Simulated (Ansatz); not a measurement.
Geometry optimisation, Ansatz, RKS B3LYP-D4/def2-SVP.

Input:

```yaml
crystal:
  periodic: [false, false, false]
  atoms:
    - { symbol: Al, position_ang: [-0.067554, -0.217128, 0.024115] }
    - { symbol: O, position_ang: [-0.229287, -0.216688, 1.762846] }
    - { symbol: Si, position_ang: [-1.328338, -0.52202, 2.980929] }
    - { symbol: H, position_ang: [-2.44725, -1.36796, 2.466219] }
    - { symbol: H, position_ang: [-0.624515, -1.226254, 4.099073] }
    - { symbol: H, position_ang: [-1.879194, 0.786572, 3.440871] }
    - { symbol: Cl, position_ang: [1.821035, -0.308542, -0.836888] }
    - { symbol: Cl, position_ang: [-1.80918, -0.213319, -1.112054] }
    - { symbol: Cl, position_ang: [0.159003, 3.017809, 1.113884] }
    - { symbol: H, position_ang: [0.175379, 1.948129, 1.913505] }
basis:
  gaussian: { orbitals: def2-SVP }
hamiltonian:
  xc: b3lyp
  dispersion: d4
relax:
  f_tol: 0.03
  max_steps: 50
output:
  orbitals: {}
```

Launched with:

```bash
$ ansatz run input.yaml --threads 4 --pin off --max-ram 5120MiB --backend cpu --events-out ev --progress --plain --runs-dir out
```

**Question.** Where does it end, and by what steps?

**Answer.** The run converged. The force dipped under the threshold on the way, but the program's further checks kept it going. After 28 steps the energy has fallen by 1.227 eV; Cl7 moved furthest, 1.62 Å. Parted: Cl9–H10 (1.34 → 2.78 Å). Joined: Al1–Cl9 (3.42 → 2.13 Å), O2–H10 (2.21 → 0.97 Å).

```csv
step,energy less start (eV),largest force component (eV/Å),accepted
0,0.0000,1.149,yes
1,-0.1015,0.590,yes
2,-0.1846,0.350,yes
3,-0.2067,0.391,yes
4,-0.2114,0.342,yes
5,-0.2319,0.221,yes
6,-0.2515,0.156,yes
7,-0.2562,0.182,yes
8,-0.2616,0.225,yes
9,-0.2672,0.079,yes
10,-0.2651,0.248,no
11,-0.2720,0.034,yes
12,-0.2759,0.068,yes
13,-0.2813,0.109,yes
14,-0.2911,0.201,yes
15,-0.3737,0.605,yes
16,-0.7071,1.119,yes
17,-0.8770,3.649,yes
18,-0.9369,2.314,yes
19,-1.1480,1.174,yes
20,-1.1747,0.575,yes
21,-1.1983,0.429,yes
22,-1.2119,0.182,yes
23,-1.2207,0.257,yes
24,-1.2239,0.137,yes
25,-1.2258,0.093,yes
26,-1.2265,0.037,yes
27,-1.2271,0.014,yes
28,-1.2272,0.016,yes
```

```xyz
10
Properties=species:S:1:pos:R:3
Al -0.042 0.619 0.075
O -0.816 0.751 1.836
Si -1.196 -0.555 2.930
H -1.769 -1.606 2.068
H 0.037 -0.963 3.640
H -2.189 0.026 3.869
Cl 1.131 -1.134 0.368
Cl -1.681 0.404 -1.240
Cl 0.952 2.501 0.103
H -0.656 1.637 2.202
```

Run time: 62 s on 4 threads of Arm Neoverse V2 (shared host), peak memory 0.34 GiB.
